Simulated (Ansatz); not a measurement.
Species: trichlorosilane, sum formula SiHCl3, charge 0, multiplicity 1. 
Structure (B3LYP-D3(BJ)/def2-TZVP (Ansatz, an electronic-structure program) minimum search):
SMILES: Cl[SiH](Cl)Cl
```xyz
5

Si     0.0220     0.0063     0.5014
Cl     1.7038    -0.8807    -0.2402
Cl    -1.6228    -1.0461    -0.0923
Cl    -0.1042     1.9202    -0.1959
H      0.0861     0.0245     1.9632
```

Dipole moments at this geometry, in debye (magnitudes).

```tsv
level	program	dipole (D)
revPBE/def2-TZVPD	Ansatz	0.76
r2SCAN/def2-TZVPD	Ansatz	0.79
B3LYP/def2-TZVPD	Ansatz	0.84
r2SCANh/def2-TZVPD	Ansatz	0.82
HSE06/def2-TZVPD	Ansatz	0.84
CCSD(T)/aug-cc-pV(D+d)Z	Ansatz	0.83
```

Measured: 0.86 D (NIST CCCBDB, as tabulated in the package chemicals), a vibrational average. This is an older compilation, not checked against later work.
